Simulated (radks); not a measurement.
Isoelectronic series with 2 electrons, each ion in its NIST ground configuration. Calculated with a radial shooting solver on a logarithmic mesh with Libxc functionals: scalar-relativistic Kohn-Sham, r2SCAN, spin-polarised, spherical densities, finite nucleus; meta-GGA in the generalised Kohn-Sham scheme; Fermi nuclear charge, rms radius of each element as measured or else 0.836 A^(1/3) + 0.57 fm. Total energies (hartree) and mean radii <r> (bohr):

ion    configuration  E (hartree)       1s
He              [He]     -2.90510   0.9358
Be2+            [He]    -13.66034   0.4154
C4+             [He]    -32.42367   0.2671
O6+             [He]    -59.20851   0.1968
Ne8+            [He]    -94.03260   0.1558
Mg10+           [He]   -136.91877   0.1288
Si12+           [He]   -187.89509   0.1098
S14+            [He]   -246.99503  0.09565
Ar16+           [He]   -314.25751  0.08468
Ca18+           [He]   -389.72720  0.07595
Ti20+           [He]   -473.45440  0.06881
Cr22+           [He]   -565.49553  0.06288
Fe24+           [He]   -665.91297  0.05787
Ni26+           [He]   -774.77574  0.05357
Zn28+           [He]   -892.15879  0.04985
Ge30+           [He]  -1018.14461  0.04659
Se32+           [He]  -1152.82317  0.04371
Kr34+           [He]  -1296.29131  0.04115
Sr36+           [He]  -1448.65398  0.03885
Zr38+           [He]  -1610.02411  0.03678
Mo40+           [He]  -1780.52164  0.03491
Ru42+           [He]  -1960.28046  0.03320
Pd44+           [He]  -2149.44095  0.03163
Cd46+           [He]  -2348.15264  0.03019
